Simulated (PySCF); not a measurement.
Species: SnCl3(NEt2), C₄H₁₀Cl₃NSn.
Bonds: Sn1–Cl2, Sn1–Cl3, Sn1–Cl4, Sn1–N5, N5–C6, N5–C8, C6–C7, C8–C9. Hydrogens: H10, H11 on C6; H12, H13, H14 on C7; H15, H16 on C8; H17, H18, H19 on C9.

Theory: PBE0-D3(BJ)/def2-SVP geometry optimisation, gas phase, def2 core potentials past Kr in PySCF 2.14.0.

(1) How far are the bound atoms from Sn1?

(2) List the angles at Sn1.

(3) What is the shape at Sn1?

(4) What are the other bond lengths?

(5) Give some angles away from the centre.

(6) What are the rotational constants (commonest isotopes, rigid rotor)?

Answers

(1) 4 atoms: N5 2.006 Å, Cl2 2.325 Å, Cl3 2.327 Å, Cl4 2.340 Å. The nearest atom not counted as bound is H10, at 2.86 Å.

(2) 
| angle | degrees | distance of the outer atoms (Å) |
| --- | --- | --- |
| Cl4–Sn1–N5 | 115.1 | 3.67 |
| Cl2–Sn1–Cl3 | 110.6 | 3.82 |
| Cl3–Sn1–N5 | 108.8 | 3.53 |
| Cl2–Sn1–N5 | 108.3 | 3.51 |
| Cl2–Sn1–Cl4 | 107.4 | 3.76 |
| Cl3–Sn1–Cl4 | 106.6 | 3.74 |

(3) Distorted tetrahedral: angles from 106.6° to 115.1°; τ4 = (360° − α − β)/141° = 0.95 with α and β the two widest (0 for a square, 1 for a tetrahedron). The Sn–Cl distances aren't all alike: 2.325 to 2.340 Å.

(4) N5–C6, N5–C8 1.457 Å; C6–C7, C8–C9 1.521 Å. (A selection.)

(5) Sn1–N5–C6 115.4°, C6–N5–C8 118.1°, N5–C6–C7 112.3°, N5–C8–C9 115.8°.

(6) A = 757.2, B = 545.7, C = 478.9 MHz: an asymmetric top.

Point group: C1 (no symmetry element, even within 0.4 Å). Charge 0, singlet. Stationary, but not proved a minimum.

Hardware: one thread of an AMD EPYC 7B13 (shared host). Cost: 4.3 min, 1.1 GiB resident at most. This is the geometry optimisation.

One conformer stands for the species.
